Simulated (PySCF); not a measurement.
Geometry (Å), atoms numbered from 1 in this order:
```xyz
27

C     3.0705   -1.2436    0.6494
C     3.1324    0.0589   -0.1355
C     1.7679    0.6581   -0.4722
C     0.9533   -0.1877   -1.4345
Se   -0.7622    0.6067   -1.9720
Si   -1.9439    0.3235   -0.0214
C    -3.7457    0.2535   -0.5487
C    -1.6901    1.7742    1.1494
C    -1.4264   -1.2799    0.8147
H     2.5731   -2.0460    0.0825
H     4.0775   -1.6049    0.9076
H     2.5142   -1.1124    1.5924
H     3.7058    0.8034    0.4422
H     3.7012   -0.0966   -1.0697
H     1.1970    0.8073    0.4614
H     1.8975    1.6623   -0.9073
H     1.4949   -0.3273   -2.3833
H     0.7444   -1.1893   -1.0336
H    -3.9370   -0.6256   -1.1824
H    -4.4043    0.1990    0.3334
H    -4.0243    1.1523   -1.1210
H    -2.3342    1.6758    2.0392
H    -0.6454    1.8420    1.4887
H    -1.9406    2.7201    0.6450
H    -1.5072   -2.1340    0.1252
H    -0.3936   -1.2340    1.1928
H    -2.0882   -1.4714    1.6755
```

Geometry: PBE0-D3(BJ)/def2-SVP; GIAO absolute shieldings from PySCF, gas phase, non-relativistic, averaged over equivalent atoms.

At PBE0/pcSseg-1 (274 basis functions, 83 s wall time on 1 thread of an Arm Neoverse V1, shared host):
```
                              atoms  σ (ppm)
                                 C3    144.7
                                 C4    157.3
                                 C2    158.4
                                 C1    170.2
                           C7/C8/C9    181.2
                                Se5   1899.9
                                Si6    328.6
                            H17/H18    29.14
                            H15/H16    29.80
                            H13/H14    29.96
                        H10/H11/H12    30.33
H19/H20/H21/H22/H23/H24/H25/H26/H27    30.94
```

Q: Estimate the result of repeating the calculation with KT3/pcSseg-1.

A: 
```
                              atoms  σ at KT3/pcSseg-1  change
                                 C3              141.1    -3.6
                                 C4              153.5    -3.8
                                 C2              153.9    -4.5
                                 C1              167.0    -3.2
                           C7/C8/C9              179.1    -2.1
                                Se5             1844.4   -55.5
                                Si6              343.5   +14.9
                            H17/H18              29.09   -0.05
                            H15/H16              29.77   -0.03
                            H13/H14              29.91   -0.05
                        H10/H11/H12              30.37   +0.04
H19/H20/H21/H22/H23/H24/H25/H26/H27              30.99   +0.05
```

The largest change is at Se5 (selenium bonded to C, Si). Cost: 274 basis functions, 100 s wall time on 1 thread of an Arm Neoverse V1, shared host. The order of the carbon signals is the same at both levels.

Relativistic effects, spin–orbit coupling among them, are left out; they matter for Se and for the light atoms bonded to it.
